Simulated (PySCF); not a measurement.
C₈H₁₂N₂.
Bonds: C1–C2, C2–C3, C3–C4 (aromatic), C4–C5 (aromatic), C5–C6, C5–N7 (aromatic), N7–N8 (aromatic), N8–C9 (aromatic), C9–C10, C3–C9 (aromatic). Hydrogens: H11, H12, H13 on C1; H14, H15 on C2; H16 on C4; H17, H18, H19 on C6; H20, H21, H22 on C10.

Probes without a nucleus sit at each ring's centroid and 1 Å off its mean plane on both sides; NICS is minus the shielding there, NICSzz its component along the normal. Level: GIAO PBE0/pcSseg-1 (PySCF, non-relativistic, gas phase) on the GFN2-xTB geometry, one conformer.

Ring bond lengths (Å), with Mayer bond orders in brackets: C3–C4 1.381 (1.48), C4–C5 1.399 (1.25), C5–N7 1.322 (1.53), N7–N8 1.299 (1.31), N8–C9 1.321 (1.52), C9–C3 1.409 (1.22).

Q: Give the NICS values of each ring in ppm.

A: 
```json
{"ring": "C3–C4–C5–N7–N8–C9", "type": "6-membered ring with 2 N; formal bonds all aromatic", "NICS(0)": "-5.6", "NICS(1), two faces": "-11.2 / -11.1", "NICS(1)zz, two faces": "-26.4 / -25.8", "rms pucker (Å)": "0.00", "centre to ring atoms, mean (Å)": "1.35"}
```

Q: What can be read from them?

A: 
- C3–C4–C5–N7–N8–C9: mean NICS(1)zz -26.1 ppm, shielded. For a flat ring without four-coordinate atoms the NICS criterion counts such a value as aromatic. NICS(0) lies 6 ppm above the mean NICS(1).

Q: What does the geometric index give? Use HOMA with the parameters of Krygowski (1993).

A: 
- C3–C4–C5–N7–N8–C9: HOMA 0.97; the largest term is that of C9–C3, α(R − Ropt)² = 0.12. The geometric and the magnetic index point the same way.

Q: At the first NICS(1) probe listed for ring C3–C4–C5–N7–N8–C9, 1 Å off the ring, what do the in-plane components average?

A: The isotropic value is a third of the trace: (3 × -11.2 − (-26.4))/2 = -3.6 ppm.

Q: Give the inner angles of the rings and the Hirshfeld charges of the ring atoms.

A: 
- C3–C4–C5–N7–N8–C9: C3 116.0° (+0.015 e), C4 118.7° (-0.048 e), C5 121.1° (+0.060 e), N7 120.7° (-0.117 e), N8 121.9° (-0.111 e), C9 121.6° (+0.058 e); sum 720.0° against 720° for a flat convex ring.

Cost: about 2.7 min of CPU time on one thread (grids of density and orbitals included); the machine was shared, so the figure is rough. This is the whole shielding run at PBE0/pcSseg-1, SCF included.

Conformer computed: `[CH3:1][CH2:2][c:3]1[cH:4][c:5]([CH3:6])[n:7][n:8][c:9]1[CH3:10]`: C1–C2–C3–C4 87°.
